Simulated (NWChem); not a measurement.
System: SiH₂OCl₂; SMILES O[SiH](Cl)Cl

Parts of the log:

```
             Northwest Computational Chemistry Package (NWChem) 7.3.0
             --------------------------------------------------------

                             Geometry "geometry" -> ""
                             -------------------------

 Output coordinates in angstroms (scale by  1.889725989 to convert to a.u.)

  No.       Tag          Charge          X              Y              Z
 ---- ---------------- ---------- -------------- -------------- --------------
    1 Si                  14.0000    -0.42886400     0.41919200     0.00000000
    2 O                    8.0000    -1.89759400    -0.31126800     0.00000000
    3 Cl                  17.0000     0.66266700    -0.12460200     1.65590900
    4 Cl                  17.0000     0.66266700    -0.12460200    -1.65590900
    5 H                    1.0000    -0.65989300     1.87337500     0.00000000
    6 H                    1.0000    -1.93677200    -1.27318300     0.00000000

 Effective nuclear repulsion energy (a.u.)     278.0977688978

                                 NWChem DFT Module
                                 -----------------

 Summary of "ao basis" -> "ao basis" (spherical)
 ------------------------------------------------------------------------------
       Tag                 Description            Shells   Functions and Types
 ---------------- ------------------------------  ------  ---------------------
 Si                         def2-svp                 8       18   4s3p1d
 O                          def2-svp                 6       14   3s2p1d
 Cl                         def2-svp                 8       18   4s3p1d
 H                          def2-svp                 3        5   2s1p

 in cosmo_initialize ...
 calling solv_data for solv:h2o

 solvent parameters
 solvname_short: h2o
 solvname_long:  water
 dielec:       78.4000
 dielecinf:     1.7769
 aqueous SMD model solvent descriptors
 dielec:       78.4000
 sola:          0.8200

          ---------------
          -cosmo- solvent
          ---------------
 Cosmo: York-Karplus, doi: 10.1021/jp992097l
 dielectric constant -eps-     =  78.40
 screen = (eps-1)/(eps    )    =   0.98724
 surface charge correction     = lagrangian

   van der Waals surface
 --------------------------

 ---------- ATOMIC COORDINATES (A.U.) ------------ VDWR(ANG.) --
     1   -0.81043545    0.79215802    0.00000000     2.470
     2   -3.58593270   -0.58821123    0.00000000     1.520
     3    1.25225905   -0.23546364    3.12921427     2.380
     4    1.25225905   -0.23546364   -3.12921427     2.380
     5   -1.24701695    3.54016542    0.00000000     1.200
     6   -3.65996838   -2.40596700    0.00000000     1.200
 number of segments per atom =        128
 number of   points per atom =        128
 atom (   nspa,  nppa )
 ----------------------
    1 (     54,     0 )       0
    2 (     42,     0 )       0
    3 (     92,     0 )       0
    4 (     92,     0 )       0
    5 (     30,     0 )       0
    6 (     62,     0 )       0
 number of -cosmo- surface points =      372
 molecular surface =    139.285 angstrom**2
 molecular volume  =    133.189 angstrom**3
 -lineq- algorithm             =   0
 -bem- low  level              =   3
 -bem- from -octahedral-
 gaussian surface charge width =   4.50000
 degree of switching           =   1.00000
 switching function tolerance  =   0.00010
 atomic radii =
 --------------
    1 14.000  2.470
    2  8.000  1.520
    3 17.000  2.380
    4 17.000  2.380
    5  1.000  1.200
    6  1.000  1.200
 ...... end of -cosmo- initialization ......

 nat:                     6
 ixmem:                  2111
 calling mnsol_interface()
 G(SMD-CDS) energy (kcal/mol)  =     1.919
 SMD-CDS SASA (angstrom**2)    =   136.255

            General Information
            -------------------
          SCF calculation type: DFT
          Wavefunction type:  closed shell.
          No. of atoms     :     6
          No. of electrons :    58
           Alpha electrons :    29
            Beta electrons :    29
          Charge           :     0
          Spin multiplicity:     1
          Use of symmetry is: off; symmetry adaption is: off
          Maximum number of iterations: 150
          AO basis - number of functions:    78
                     number of shells:    36
          Convergence on energy requested:  1.00D-06
          Convergence on density requested:  1.00D-05
          Convergence on gradient requested:  5.00D-04

              XC Information
              --------------
                         PBE0 Method XC Functional
                     Hartree-Fock (Exact) Exchange  0.250
          PerdewBurkeErnzerhof Exchange Functional  0.750
            Perdew 1991 LDA Correlation Functional  1.000 local
           PerdewBurkeErnz. Correlation Functional  1.000 non-local

             Grid Information
             ----------------
          Grid used for XC integration:  medium
          Radial quadrature: Mura-Knowles
          Angular quadrature: Lebedev.
          Tag              B.-S. Rad. Rad. Pts. Rad. Cut. Ang. Pts.
          ---              ---------- --------- --------- ---------
          Si                  1.10       88           8.0       590
          O                   0.60       49           8.0       434
          Cl                  1.00       88          10.0       590
          H                   0.35       45          10.0       434
          Grid pruning is: on
          Number of quadrature shells:   403
          Spatial weights used:  Erf1

      Superposition of Atomic Density Guess
      -------------------------------------

 Sum of atomic energies:       -1283.07529462

      Non-variational initial energy
      ------------------------------

 Total energy =   -1284.086781
 1-e energy   =   -2328.832967
 2-e energy   =     766.648417
 HOMO         =      -0.408506
 LUMO         =       0.074050

   convergence    iter        energy       DeltaE   RMS-Dens  Diis-err
 ---------------- ----- ----------------- --------- --------- ---------
     COSMO gas phase
 d= 0,ls=0.0,diis     1  -1285.4414608885 -1.56D+03  1.58D-02  7.15D-01
 d= 0,ls=0.0,diis     2  -1285.4083656430  3.31D-02  8.88D-03  1.04D+00
 d= 0,ls=0.0,diis     3  -1285.5199052808 -1.12D-01  1.51D-03  2.67D-02
 d= 0,ls=0.0,diis     4  -1285.5217424735 -1.84D-03  7.64D-04  5.43D-03
 d= 0,ls=0.0,diis     5  -1285.5224303031 -6.88D-04  8.61D-05  6.66D-05
  Resetting Diis
 d= 0,ls=0.0,diis     6  -1285.5224379421 -7.64D-06  1.29D-05  8.37D-07
 d= 0,ls=0.0,diis     7  -1285.5224380450 -1.03D-07  4.71D-06  7.55D-08

   convergence    iter        energy       DeltaE   RMS-Dens  Diis-err
 ---------------- ----- ----------------- --------- --------- ---------
     COSMO solvation phase
 d= 0,ls=0.0,diis     1  -1285.5277243695 -5.29D-03  1.26D-03  3.80D-03
 d= 0,ls=0.0,diis     2  -1285.5285731841 -8.49D-04  3.58D-04  9.34D-04
 d= 0,ls=0.0,diis     3  -1285.5286387014 -6.55D-05  1.60D-04  3.65D-04
 d= 0,ls=0.0,diis     4  -1285.5286742956 -3.56D-05  4.38D-05  2.59D-05
 d= 0,ls=0.0,diis     5  -1285.5286766084 -2.31D-06  1.63D-05  1.55D-06
 d= 0,ls=0.0,diis     6  -1285.5286768093 -2.01D-07  3.34D-06  8.59D-08

         Total DFT energy =    -1285.528676809280
      One electron energy =    -2330.487120537860
           Coulomb energy =      853.369131105906
    Exchange-Corr. energy =      -86.369491813125
 Nuclear repulsion energy =      278.097768897796

             COSMO energy =       -0.138964461996

 Numeric. integr. density =       57.999994275837

                                COSMO-SMD solvation results
                                ---------------------------

             internal energy in gas <Psi(g)|H|Psi(g)> =     -1285.522438044961
         internal energy in solvent <Psi(s)|H|Psi(s)> =     -1285.521379844140
                               delta internal energy  =         0.001058200822 (    0.66 kcal/mol)
   total free energy in solvent <Psi(s)|H+V/2|Psi(s)> =     -1285.531734840451
 polarization energy contribution <Psi(s)|V/2|Psi(s)> =        -0.010354996312 (   -6.50 kcal/mol)
    total free energy in solvent including G(SMD-CDS) =     -1285.528676809280
                       G(SMD-CDS) energy contribution =         0.003058031172 (    1.92 kcal/mol)
     1 M fixed-concentration free energy of solvation =        -0.006238764318 (   -3.91 kcal/mol)

                       DFT Final Molecular Orbital Analysis
                       ------------------------------------

 Vector   27  Occ=2.000000D+00  E=-3.435422D-01
              MO Center=  4.1D-01, -9.9D-02,  5.7D-08, r^2= 4.1D+00
   Bfn.  Coefficient  Atom+Function         Bfn.  Coefficient  Atom+Function
  ----- ------------  ---------------      ----- ------------  ---------------
    44      0.375359  3 Cl py                62     -0.375359  4 Cl py
    41      0.275186  3 Cl py                59     -0.275186  4 Cl py
    45      0.222333  3 Cl pz                63      0.222333  4 Cl pz
    24      0.194178  2 O  pz                42      0.164574  3 Cl pz
    60      0.164574  4 Cl pz                38      0.160238  3 Cl py

 Vector   28  Occ=2.000000D+00  E=-3.419080D-01
              MO Center=  2.8D-01,  2.6D-01, -7.6D-08, r^2= 4.0D+00
   Bfn.  Coefficient  Atom+Function         Bfn.  Coefficient  Atom+Function
  ----- ------------  ---------------      ----- ------------  ---------------
    44      0.399957  3 Cl py                62      0.399957  4 Cl py
    41      0.295203  3 Cl py                59      0.295203  4 Cl py
    69     -0.243116  5 H  s                 70     -0.192328  5 H  s
    38      0.171509  3 Cl py                56      0.171509  4 Cl py
     9     -0.119534  1 Si py                22      0.094447  2 O  px

 Vector   29  Occ=2.000000D+00  E=-3.312897D-01
              MO Center=  2.4D-01, -1.5D-01, -1.2D-07, r^2= 4.2D+00
   Bfn.  Coefficient  Atom+Function         Bfn.  Coefficient  Atom+Function
  ----- ------------  ---------------      ----- ------------  ---------------
    43      0.352793  3 Cl px                61     -0.352793  4 Cl px
    24      0.265653  2 O  pz                40      0.259773  3 Cl px
    58     -0.259773  4 Cl px                45     -0.251967  3 Cl pz
    63     -0.251967  4 Cl pz                27      0.207115  2 O  pz
    42     -0.185455  3 Cl pz                60     -0.185455  4 Cl pz

 Vector   30  Occ=0.000000D+00  E= 3.608188D-02
              MO Center=  1.7D-01,  4.2D-01,  9.2D-09, r^2= 3.4D+00
   Bfn.  Coefficient  Atom+Function         Bfn.  Coefficient  Atom+Function
  ----- ------------  ---------------      ----- ------------  ---------------
     3      0.749057  1 Si s                 11      0.721797  1 Si px
     4      0.616758  1 Si s                 45      0.486833  3 Cl pz
    63     -0.486833  4 Cl pz                70     -0.457213  5 H  s
    36     -0.373713  3 Cl s                 54     -0.373713  4 Cl s
     2      0.322034  1 Si s                  8      0.314678  1 Si px

 Vector   31  Occ=0.000000D+00  E= 4.866612D-02
              MO Center= -8.2D-01, -2.1D-01,  8.6D-08, r^2= 3.9D+00
   Bfn.  Coefficient  Atom+Function         Bfn.  Coefficient  Atom+Function
  ----- ------------  ---------------      ----- ------------  ---------------
    21      0.835134  2 O  s                 11      0.674948  1 Si px
     4     -0.501418  1 Si s                 12      0.458792  1 Si py
    75     -0.433712  6 H  s                  3     -0.285617  1 Si s
    25      0.223976  2 O  px                43     -0.221342  3 Cl px
    61     -0.221342  4 Cl px                20      0.198072  2 O  s

 Vector   32  Occ=0.000000D+00  E= 6.236929D-02
              MO Center= -5.5D-01,  6.0D-01, -8.6D-08, r^2= 3.3D+00
   Bfn.  Coefficient  Atom+Function         Bfn.  Coefficient  Atom+Function
  ----- ------------  ---------------      ----- ------------  ---------------
    13      1.194211  1 Si pz                36     -0.452769  3 Cl s
    54      0.452769  4 Cl s                 10      0.370566  1 Si pz
    43      0.332275  3 Cl px                61     -0.332275  4 Cl px
    27     -0.276650  2 O  pz                45      0.210891  3 Cl pz
    63      0.210891  4 Cl pz                24     -0.209180  2 O  pz

     Multipole analysis of the density
     ---------------------------------

     L   x y z        total         alpha         beta         nuclear
     -   - - -        -----         -----         ----         -------
     0   0 0 0     -0.000000    -29.000000    -29.000000     58.000000

     1   1 0 0     -0.397779      0.982978      0.982978     -2.363735
     1   0 1 0     -0.359074      0.063984      0.063984     -0.487043
     1   0 0 1     -0.000000     -0.000000     -0.000000      0.000000

     2   2 0 0    -33.735374   -107.034786   -107.034786    180.334198
     2   1 1 0      2.369784      0.058786      0.058786      2.252213
     2   1 0 1      0.000000      0.000000      0.000000      0.000000
     2   0 2 0    -29.152425    -30.456040    -30.456040     31.759655
     2   0 1 1      0.000000      0.000000      0.000000      0.000000
     2   0 0 2    -34.686861   -183.807124   -183.807124    332.927387
```

Level: PBE0/def2-SVP, SMD on the gas-phase geometry. Geometry: optimised at PBE0/def2-SVP. Solvent: water.

### Question
Write an input that gives this output.

### Answer
This is not unique; one that fits is the input that was run:
```
start job
memory heap 200 mb stack 900 mb global 1100 mb
geometry units angstroms noautosym nocenter noautoz
  Si    -0.428864     0.419192     0.000000
  O     -1.897594    -0.311268     0.000000
  Cl     0.662667    -0.124602     1.655909
  Cl     0.662667    -0.124602    -1.655909
  H     -0.659893     1.873375     0.000000
  H     -1.936772    -1.273183     0.000000
end
basis spherical
  * library def2-svp
end
dft
  xc pbe0
  iterations 150
end
cosmo
  do_cosmo_smd true
  solvent water
end
task dft energy
```
